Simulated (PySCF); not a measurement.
Static response to an electric field

C₆H₁₂Se.
Structure used (PBE0-D3(BJ)/def2-SVP), in Å, numbered top down from 1:
```xyz
19
C6H12Se angstrom
C     -0.4587   -1.3104   -0.2195
C      0.9119   -1.2597    0.4552
C      1.8127   -0.0848    0.0924
C      1.2395    1.3037    0.3421
Se    -0.0025    1.9483   -1.0203
C     -1.6416    0.9707   -0.5596
C     -1.4638   -0.2722    0.2952
H     -0.3425   -1.2071   -1.3125
H     -0.8755   -2.3165   -0.0539
H      0.7610   -1.2748    1.5501
H      1.4584   -2.1881    0.2200
H      2.1049   -0.1542   -0.9688
H      2.7464   -0.1797    0.6753
H      0.7737    1.3931    1.3354
H      2.0404    2.0577    0.3058
H     -2.0821    0.7053   -1.5330
H     -2.3286    1.6738   -0.0665
H     -1.1924    0.0230    1.3228
H     -2.4617   -0.7344    0.3867
```

Level: CAM-B3LYP/def2-SVPD (PySCF), static field, nuclei fixed, core orbitals frozen in the response. The polarisability tensor in these axes (au):

```
x   103.71   0.40   3.77
y     0.40 100.27  -6.84
z     3.77  -6.84  86.07
```

Question: Diagonalise the tensor; give its mean and Δα, where Δα² is half the sum of the squared differences of the eigenvalues.

Answer: Principal values 82.68, 102.47 and 104.90 au; mean 96.68 au = 14.33 Å³ = 15.94 × 10⁻⁴⁰ C²·m²/J; Δα = 21.12 au (22 % of the mean).

Question: What is the dipole moment, and where does it point?

Answer: (-0.21, -1.41, 1.20) D, 1.87 D in size, pointing from the negative to the positive side. Measured along this direction, the outermost atoms are Se5 at the negative end and H10 and H9 at the positive end.

Question: Give the eigenvalues of the traceless quadrupole moment Θ = ½Σq(3rr − r²1), origin at the centre of nuclear charge.

Answer: -4.57, -1.23, 5.80 D·Å. The values depend on the origin, since the dipole doesn't vanish. The electronic extent ⟨r²⟩ about the same centre is 1154 bohr², a root-mean-square distance of 1.99 Å for the 82 electrons.

Question: Estimate the molar refractivity from the static electronic polarisability.

Answer: Lorentz–Lorenz: R = (4π/3)N_A α = 2.5225 cm³/(mol·Å³) × 14.33 Å³ = 36.1 cm³/mol, in the limit of long wavelengths.

Question: What depolarisation ratio follows for Rayleigh scattering of linearly polarised light, taking the static tensor?

Answer: ρ = 3Δα²/(45ᾱ² + 4Δα²) = 1337.5/(420644 + 1783.4) = 0.00317.

Question: Refractivity n − 1 of an ideal gas of it at 273.15 K and 1 atm, from the electronic α?

Answer: N = p/kT = 2.6868 × 10¹⁹ cm⁻³, so n − 1 = 2π × N × 14.33 × 10⁻²⁴ cm³ = 2419 × 10⁻⁶ at long wavelengths, for an ideal gas.

Geometry: PBE0-D3(BJ)/def2-SVP, one conformer, isolated molecule. The calculation is non-relativistic, for selenium too.
